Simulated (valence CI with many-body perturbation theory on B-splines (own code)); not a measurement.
# Au⁶⁴⁺: key properties

Level of theory: relativistic CI+MBPT: five valence electrons over a frozen Dirac-Fock core [Ne], a basis of 11 s, 11 p, 10 d, 8 f, 5 g, 2 h functions for each j, with the one-electron correlation potential Σ1, the two-electron term Σ2, the three-electron term Σ3, Breit, model QED; selected CI, second order for the rest, scaled by the run's own slope (own B-spline code, finite nucleus).

No measured spectrum was set against this ion. As an estimate, large intervals hold to a few tenths of a per cent, small ones and those within an open d or f shell to about a per cent. Among the levels kept, up to 3200 cm⁻¹ of a level comes from second order outside the variational space, and about a tenth of that is noise between levels of different J, which matters for small intervals.

Levels are named by their leading jj configuration (3d3/2^4 stands for four electrons in 3d with j = 3/2), which in mixed levels can hold well under half, so a name can repeat and another be missing.

Rates and lifetimes use the calculated energies. Strong lines usually hold to 10 to 20 %, long lifetimes can be off by a factor of two.

Task: What is the ground level?

Result: (3s^2 3p1/2^2 3p3/2) J=3/2, composition 48 % 3s²3p³ ²P° + 27 % 3s²3p³ ²D° + 24 % 3s²3p³ ⁴S°, g = 1.334.

Task: Where does the other parity begin?

Result: At (3s^2 3p1/2^2 3d3/2) J=3/2, 2015.5 × 10³ cm⁻¹.

Task: Among levels below 13725 × 10³ cm⁻¹, which E1 lines absorb most strongly from the ground level?

Result: to (3s^2 3p1/2 3p3/2 3d3/2) J=3/2 at 1.594 nm, f = 0.395; to (3s^2 3p1/2 3p3/2 3d3/2) J=5/2 at 1.621 nm, f = 0.309; to (3s^2 3p1/2 3p3/2 3d3/2) J=1/2 at 1.597 nm, f = 0.137.

Task: How well does LS coupling describe the low levels?

Result: Among the lowest 20 levels the leading LS term, summed over configurations, holds 54 % on average. For single configurations the figures are 52 % in LS and 94 % in jj coupling. Terms mix most in the J = 3/2 level at 5831.5 × 10³ cm⁻¹, where the leading one holds 32 %.

Task: Name the longest-lived excited levels whose lifetime is computed, and their main decay.

Result: (3s^2 3p1/2 3p3/2 3d5/2) J=9/2 at 6799.4 × 10³ cm⁻¹ lives 48.7 ns, mostly by E2 to (3s^2 3p1/2^2 3d5/2) J=5/2; (3s^2 3p1/2 3p3/2^2) J=5/2 at 3907.8 × 10³ cm⁻¹ lives 2.11 ns, mostly by E1 to (3s^2 3p1/2^2 3d3/2) J=3/2; (3s^2 3p1/2 3p3/2^2) J=1/2 at 4043.3 × 10³ cm⁻¹ lives 1.71 ns, mostly by M1 to (3s^2 3p1/2^2 3p3/2) J=3/2.
